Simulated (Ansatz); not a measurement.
Two shapes of singlet H3(+).

Shape 1:

```xyz
3

H     0.4804    0.0000    0.0000
H    -0.2402    0.4161    0.0000
H    -0.2402   -0.4161    0.0000
```

Shape 2:

```xyz
3

H     0.4789    0.0341    0.0070
H    -0.2659    0.4188    0.0355
H    -0.2736   -0.4593    0.0658
```

Basis set: cc-pVDZ (spherical functions). All electrons are correlated. Charge 1, multiplicity 1.

Computed with Ansatz (development build ahead of 0.2.0); each method stands on the lowest determinant of its kind that the runs found.

(1) Which shape is lower in energy, and by how much in each method?

Answers

(1)

```json
{"method": "RHF", "E(2) − E(1) (eV)": "-0.062"}
{"method": "RHF-MP2", "E(2) − E(1) (eV)": "-0.076"}
```

Shape 2 is lower. Caution: stretched shape with no unrestricted run beside it, a lower state can exist. Caution for RHF-MP2: bonds are stretched, where a single reference can fail.
